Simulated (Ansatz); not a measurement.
C$_{2}$H$_{7}$O (SMILES C[OH+]C), charge +1, singlet, geometry from GFN2-xTB; PBE/6-311G** (Ansatz, a first-principles code).

Ansatz was given this input:
Ansatz 0.2 input:
```yaml
crystal:
  periodic: [false, false, false]
  atoms:
    - {symbol: C, position_ang: [1.10967298, 0.54922356, 0.04860559]}
    - {symbol: O, position_ang: [0.03350020, -0.26768774, -0.47828916]}
    - {symbol: C, position_ang: [-1.16420259, -0.25473849, 0.33929896]}
    - {symbol: H, position_ang: [1.40258613, 0.23749568, 1.05185818]}
    - {symbol: H, position_ang: [0.76404907, 1.58231963, 0.06944989]}
    - {symbol: H, position_ang: [1.95603381, 0.47188039, -0.63243928]}
    - {symbol: H, position_ang: [0.34834441, -1.19130007, -0.56990702]}
    - {symbol: H, position_ang: [-1.90557419, -0.89344774, -0.13876942]}
    - {symbol: H, position_ang: [-1.53957651, 0.76783903, 0.36394651]}
    - {symbol: H, position_ang: [-0.96668669, -0.60019546, 1.35474718]}
basis:
  gaussian:
    orbitals: 6-311G__.json
hamiltonian:
  xc: pbe
total_charge: 1
scf: {lower_state_search: off}
```
The basis file holds 6-311G** in the JSON format of the Basis Set Exchange.

The log (banner, timings and long lists left out):

```
Functional definition: PBE
these checks for a lower state are left out or cut short: stability, starts, cluster_reference, orbital_swaps, neighbouring_geometries, increment
761 factors; their error is unknown
mean field evaluation 1: about -4208.6458 eV, gradient 8.2e1 eV
mean field evaluation 2: about -4191.7422 eV, gradient 1.2e2 eV
mean field evaluation 4: about -4222.4452 eV, gradient 8.8e0 eV
mean field evaluation 8: about -4222.5807 eV, gradient 2.6e-2 eV
mean field evaluation 16: about -4222.5444 eV, gradient 7.3e-6 eV
mean field -4222.54438416 eV, -155.1756439743 hartree, gradient 3.3e-6 eV, S^2 0.000000; 0 other end points of the search recorded, 0 dependent functions left out
reference -4222.54441690 eV, -155.1756451775 hartree; 13, 13 occupied and 83, 83 virtual orbitals, 761 factors
Total energy: -4222.54441690 eV, -155.1756451775 hartree
Checks for a lower state left out: stability, starts, cluster_reference, orbital_swaps, neighbouring_geometries, increment
```
